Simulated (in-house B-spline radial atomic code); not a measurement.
Values are calculated unless marked as measured or tabulated.
# Softness against transferability: the 4s channel of Rb

Rb, [Kr] 5s1, non-relativistic LDA (VWN5), spherical and spin-unpolarised, from an all-electron radial atomic-structure program (B-spline basis) (atomic units). The all-electron 4s level is ε = -1.135050 hartree, its outermost node lies just inside 0.64 bohr and its outer maximum at 1.28 bohr.

Troullier-Martins pseudo-orbitals are made for several radii. The cutoffs (hartree) are the plane-wave energies beyond which the orbital holds less than the named kinetic energy per electron. The phase error is the difference, pseudo minus all-electron, of arctan(R P'/P) at R = 2.1 bohr for all radii, half a hartree below and above the level.

| r_c (bohr) | V_l(0) (hartree) | cutoff for 10 mEh | for 1 mEh | for 0.1 mEh | phase error at ε − 0.5 (mrad) | at ε + 0.5 (mrad) |
| --- | --- | --- | --- | --- | --- | --- |
| 0.96 | -18.45 | 40.9 | 125 | 246 | -5.5 | -4.3 |
| 1.12 | -1.49 | 24.5 | 56.2 | 102 | -2.3 | -1.4 |
| 1.28 | 4.12 | 12.3 | 30.4 | 55.3 | -1.7 | -0.9 |
| 1.45 | 3.43 | 11.9 | 29.2 | 52.8 | -1.9 | -1.1 |
| 1.62 | 1.60 | 10.4 | 25.3 | 44.9 | -3.5 | -2.0 |
| 1.8 | 0.21 | 8.82 | 21.3 | 36 | -7.6 | -4.2 |

Question: Which radius needs the lowest cutoff for 0.1 mEh while both phase errors stay within 3.6 mrad?

Answer: The radii within that limit are 1.12, 1.28, 1.45, 1.62 bohr; of these r_c = 1.62 needs the least, 44.9 hartree, that is 89.8 Ry or 1222 eV.

Question: What does the larger radius buy, and what does it cost?

Answer: From r_c = 0.96 to 1.8 bohr the cutoff for 1 mEh goes from 125 to 21.3 hartree, a factor of 5.87, against 3.52 for a pure 1/r_c² scaling, end to end; step by step it is 125, 56.2, 30.4, 29.2, 25.3, 21.3, and for 0.1 mEh 246, 102, 55.3, 52.8, 44.9, 36; the number of plane waves goes as the cutoff to the power 3/2, here a factor of 14.2. The larger of the two phase errors is least at r_c = 1.28 bohr, 1.7 mrad; it is 5.5 at the smallest radius and 7.6 at the largest. These errors test the reference atom alone. The smallest radius lies well inside the outer maximum, where the nodeless form must bend sharply to keep the norm, so it is both harder and scatters less well than the next. Large radii also let the cores of neighbours overlap, which an atom doesn't show.
